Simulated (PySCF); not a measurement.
Precursor series Zn NH2-Br. All species are isolated molecules in the gas phase. One relaxed conformer stands for each flexible species; it need not be the lowest.

The HOMO–LUMO gap from two functionals at the same geometries (PBE-D3(BJ)/def2-SVP), both in PySCF: PBE-D3(BJ)/def2-TZVP and B3LYP-D3(BJ)/def2-TZVP. B3LYP has the VWN-RPA correlation part, as in Gaussian. 

| species | B3LYP-D3(BJ)/def2-TZVP (eV) |
|---|---|
| 0 of 2 NH2 replaced by Br | 5.87 |
| 1 of 2 NH2 replaced by Br | 5.82 |
| 2 of 2 NH2 replaced by Br ([Zn(Br)2]) | 6.12 |

### Question
What does PBE-D3(BJ)/def2-TZVP give for each?

### Answer

- 0 of 2 NH2 replaced by Br: 4.31
- 1 of 2 NH2 replaced by Br: 4.20
- 2 of 2 NH2 replaced by Br ([Zn(Br)2]): 4.57
Over these rows, drawn at random from the members with no instability flagged (it was tested for open shells, ions and some series alone), PBE minus B3LYP-D3(BJ): mean -1.58 eV, from -1.62 eV to -1.56 eV.
